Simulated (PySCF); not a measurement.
A species of formula C5H8ClFO has this rotational fingerprint, computed with B3LYP/def2-SVPD in PySCF (dipole) on a GFN2-xTB geometry, gas phase:

```
Rotational constants : A = 2327, B = 1053, C = 881.0 MHz
Dipole components    : |μa| = 2.77 D, |μb| = 0.48 D, |μc| = 1.05 D
Inertial defect      : -123.20 u·Å²
κ                    : -0.76
```

Problem. Which candidate fits, each taken in the one conformer that was computed?
A. `[CH2:1]=[C:2]([CH2:3][O:4][CH3:5])[C@@H:6]([F:7])[Cl:8]` with C1–C2–C3–O4 126°, C2–C3–O4–C5 179°, C1–C2–C6–F7 -15°
B. `[CH3:1][CH2:2][CH2:3][C@@H:4]([F:5])[C:6](=[O:7])[Cl:8]` with C1–C2–C3–C4 179°, C2–C3–C4–F5 -63°, C3–C4–C6–O7 65°

Solution. A. It is C=C(COC)[C@@H](F)Cl, an asymmetric top, point group C1. The candidates at the same level (rigid rotor, commonest isotopes):

```json
{"SMILES": "C=C(COC)[C@@H](F)Cl", "A (MHz)": "2327", "B (MHz)": "1053", "C (MHz)": "881.0", "μa (D)": "2.77", "μb (D)": "0.48", "μc (D)": "1.05", "Δ (u·Å²)": "-123.20", "point group": "C1", "rotor": "asymmetric top"}
{"SMILES": "CCC[C@@H](F)C(=O)Cl", "A (MHz)": "2384", "B (MHz)": "1029", "C (MHz)": "984.7", "μa (D)": "2.12", "μb (D)": "0.72", "μc (D)": "0.61", "Δ (u·Å²)": "-189.91", "point group": "C1", "rotor": "near-prolate asymmetric top"}
```

`CCC[C@@H](F)C(=O)Cl` has C 12 % too high. No structure here is proved a minimum.
